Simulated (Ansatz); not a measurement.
`C#COC=C` and `C=C[O][SnH3]` differ in one atom or group.

Ansatz, PBE0-D4/def2-TZVP geometries, multiplicity 1. Each molecule was computed in one conformer, which needn't be the lowest.

Elements past krypton have def2 core potentials.

| property | `C#COC=C` |
| --- | --- |
| HOMO energy (B3LYP/def2-TZVPP) / eV | -6.87 |
| HOMO energy (PBE0/def2-TZVPP) / eV | -7.09 |
| LUMO energy (ωB97M-V/def2-TZVPP) / eV | 2.12 |
| LUMO energy (PBE/def2-TZVPP) / eV | -1.03 |
| LUMO energy (B3LYP/def2-TZVPP) / eV | -0.26 |
| HOMO–LUMO gap (ωB97M-V/def2-TZVPP) / eV | 11.41 |

What does the change do to each property? (An estimate is asked.)

The calculation gave: 
```
                               property  `C=C[O][SnH3]`  shift
    HOMO energy (B3LYP/def2-TZVPP) / eV           -6.29   0.58
     HOMO energy (PBE0/def2-TZVPP) / eV           -6.50   0.59
  LUMO energy (ωB97M-V/def2-TZVPP) / eV            0.92  -1.20
      LUMO energy (PBE/def2-TZVPP) / eV           -1.35  -0.32
    LUMO energy (B3LYP/def2-TZVPP) / eV           -0.80  -0.54
HOMO–LUMO gap (ωB97M-V/def2-TZVPP) / eV            9.67  -1.74
```

With PBE0 the HOMO rises by 0.59 eV and the LUMO falls by 0.54 eV, so the gap narrows by about 1.13 eV. PBE moves the HOMO by 0.57 eV and ωB97M-V by 0.55 eV.

B3LYP here is the variant with VWN-RPA as its local correlation; programs differ in this.
